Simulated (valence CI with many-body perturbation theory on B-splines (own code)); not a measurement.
The numbers below are computed, except where a source is named.
## From CI to CI+MBPT in Ta33+

Method: configuration interaction combined with many-body perturbation theory (CI+MBPT): four valence electrons over a frozen Dirac-Fock core [Kr], a basis of 9 s, 9 p, 10 d, 8 f, 5 g, 3 h, 1 i functions for each j, with the one-electron correlation potential Σ1 (screened to all orders), the two-electron term Σ2, the three-electron term Σ3, Breit, model QED; selected single and double excitations, second order for the rest (own B-spline code, finite nucleus).

The last digits are not significant, and no measured levels were compared; by estimate large intervals hold to a few tenths of a per cent, small ones and those within an open d or f shell to about a per cent. Only levels of the ground parity were solved; by the run's estimate the other parity begins above the list, which can be wrong where configurations are misplaced.

Each rung adds one term. CI alone is the Dirac-Coulomb CI over the frozen core; QED comes last and gives the full result, which names the levels. Energies are above (4d3/2^4) J=0 on the same rung, in cm⁻¹.

Levels are named by their leading jj configuration (3d3/2^4 stands for four electrons in 3d with j = 3/2), which in mixed levels can hold well under half, so a name can repeat and another be missing. Letters in brackets count levels of one name in rising energy.

```tsv
Level	CI alone
(4d3/2^3 4d5/2) J=1	107324
(4d3/2^3 4d5/2) J=4	150707
(4d3/2^3 4d5/2) J=2	149299
(4d3/2^3 4d5/2) J=3	162455
(4d3/2^2 4d5/2^2) J=0 [a]	243485
(4d3/2^2 4d5/2^2) J=2 [a]	251051
(4d3/2^2 4d5/2^2) J=4 [a]	255922
(4d3/2^2 4d5/2^2) J=3 [a]	260553
(4d3/2^2 4d5/2^2) J=5	278242
(4d3/2^2 4d5/2^2) J=1	284050
(4d3/2^2 4d5/2^2) J=6	290671
(4d3/2^2 4d5/2^2) J=3 [b]	301241
(4d3/2^2 4d5/2^2) J=4 [b]	302960
(4d3/2^2 4d5/2^2) J=2 [b]	304522
(4d3/2^2 4d5/2^2) J=2 [c]	339157
(4d3/2^2 4d5/2^2) J=4 [c]	354345
```

(1) What do these energies become with core correlation, Breit and QED?

(2) How does the ionisation energy move along the ladder, and which term matters most?

Results:

(1) (4d3/2^3 4d5/2) J=1 106500 (-824); (4d3/2^3 4d5/2) J=4 145264 (-5442); (4d3/2^3 4d5/2) J=2 146045 (-3254); (4d3/2^3 4d5/2) J=3 157612 (-4843); (4d3/2^2 4d5/2^2) J=0 [a] 241220 (-2264); (4d3/2^2 4d5/2^2) J=2 [a] 247184 (-3867); (4d3/2^2 4d5/2^2) J=4 [a] 250597 (-5325); (4d3/2^2 4d5/2^2) J=3 [a] 254928 (-5625); (4d3/2^2 4d5/2^2) J=5 269752 (-8490); (4d3/2^2 4d5/2^2) J=1 279079 (-4971); (4d3/2^2 4d5/2^2) J=6 280499 (-10172); (4d3/2^2 4d5/2^2) J=3 [b] 292890 (-8351); (4d3/2^2 4d5/2^2) J=4 [b] 293688 (-9272); (4d3/2^2 4d5/2^2) J=2 [b] 297167 (-7356); (4d3/2^2 4d5/2^2) J=2 [c] 334282 (-4876); (4d3/2^2 4d5/2^2) J=4 [c] 345218 (-9127).

(2) CI alone 1379.5, + Σ1 1382.2, + Σ2 1384.6, + Σ3 1384.6, + Breit 1383.7, + QED 1383.8 eV. The largest step is Σ1, 2.7 eV. NIST lists 1382 ± 5 eV (theoretical).
